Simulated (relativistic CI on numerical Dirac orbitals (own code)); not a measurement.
d6 in a ligand field

Computed with a parametric ligand-field model of a d^n configuration (Racah B and C, spin-orbit zeta, crystal field), exact diagonalisation.

Field parameters in Wybourne normalisation: Oh B⁴₀ = 21Dq, B⁴₄ = √(5/14) B⁴₀; Td as Oh with Dq negative (B⁴₀ = 21Dq, B⁴₄ = √(5/14) B⁴₀). The field is a parameter set, without covalency.

Question: Ground term and bands for B = 710, C = 3340, ζ = 0 cm⁻¹, Oh, 10Dq = 6100 cm⁻¹?

Answer: Ground term 5T2 with 2.00 electrons in the two orbitals of the cubic e set. Spin-allowed: 5E 6100 cm⁻¹ (1639 nm). Lowest spin-forbidden: 3T1 12095 cm⁻¹ (827 nm), 3T2 14498 cm⁻¹ (690 nm), 1A1 14812 cm⁻¹ (675 nm).

Question: A d6 ion in Oh symmetry has the ground term 1A1 and bands at 3T1 31273 cm⁻¹ (320 nm), 3T2 35502 cm⁻¹ (282 nm), 1T1 36802 cm⁻¹ (272 nm), 1T2 45295 cm⁻¹ (221 nm), 5T2 54488 cm⁻¹ (184 nm), 1T2 74627 cm⁻¹ (134 nm), 1E 75185 cm⁻¹ (133 nm). Which parameters reproduce them?

Answer: B = 580, C = 2650, ζ = 0 cm⁻¹, Oh, 10Dq = 38850 cm⁻¹.

Question: A d6 ion in Oh symmetry has the ground term 1A1 and bands at 3T1 7936 cm⁻¹ (1260 nm), 3T2 10071 cm⁻¹ (993 nm), 1T1 11022 cm⁻¹ (907 nm), 5T2 11516 cm⁻¹ (868 nm), 1T2 15346 cm⁻¹ (652 nm), 1T2 22629 cm⁻¹ (442 nm), 1E 22843 cm⁻¹ (438 nm). Which parameters reproduce them?

Answer: B = 320, C = 1450, ζ = 0 cm⁻¹, Oh, 10Dq = 12000 cm⁻¹.

Question: A d6 ion in Oh symmetry has the ground term 1A1 and bands at 3T1 19254 cm⁻¹ (519 nm), 3T2 25244 cm⁻¹ (396 nm), 1T1 26902 cm⁻¹ (372 nm), 5T2 27435 cm⁻¹ (364 nm), 1T2 38988 cm⁻¹ (256 nm), 1T2 55556 cm⁻¹ (180 nm), 1E 55652 cm⁻¹ (180 nm). Which parameters reproduce them?

Answer: B = 920, C = 3530, ζ = 0 cm⁻¹, Oh, 10Dq = 29200 cm⁻¹.

Question: Ground term and bands for B = 710, C = 2560, ζ = 0 cm⁻¹, Td, 10Dq = -2300 cm⁻¹?

Answer: Ground term 5E with 3.00 electrons in the two orbitals of the cubic e set. Spin-allowed: 5T2 2300 cm⁻¹. Lowest spin-forbidden: 3T1 12156 cm⁻¹ (823 nm), 3E 13398 cm⁻¹ (746 nm), 3T1 14235 cm⁻¹ (702 nm).
